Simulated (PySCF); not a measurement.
Excitation energy of Li by level of theory

Li [He] 2s1 (2S) → Li [He] 2p1 (2P), as a difference of total energies. All numbers are calculated (PySCF 2.14, scalar relativity by spin-free X2C-1e, in aug-cc-pVTZ-DK). The calculations carry no spin-orbit coupling.

```tsv
method	excitation energy (cm⁻¹)
UHF	14861
LDA	12912
PBE	12568
PBE0	13245
r2SCAN	12976
r2SCANh	13218
BLYP	12265
BP86	12208
BHandHLYP	13808
```

For comparison: 14904 cm⁻¹ (measured; NIST levels, between the centres of gravity of the two terms).
